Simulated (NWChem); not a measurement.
Correlation energy of Tl

```xyz
1

Tl     0.0000     0.0000     0.0000
```
Charge 0, spin multiplicity 2.

The numbers come from NWChem runs, not from measurements.

Basis set: def2-QZVP. Each correlation energy counts from its own Hartree-Fock reference.

Effective core potentials replace the inner electrons of Tl; spin-orbit coupling is left out. The correlated methods keep 4 core orbitals frozen. The stability of the SCF solutions was not checked. Open-shell Hartree-Fock references start from PBE0 orbitals. Coupled-cluster values serve here as a point of comparison, not as the truth.

Task: One of these methods gave a correlation energy of -378.4 mHa. Which?
(A) CCSD(T) on ROHF
(B) UMP2
(C) SCS-UMP2
(D) CCSD on ROHF

Result: C, SCS-UMP2. The others give -402.2 (CCSD(T) on ROHF), -391.2 (CCSD on ROHF), -424.5 (UMP2).
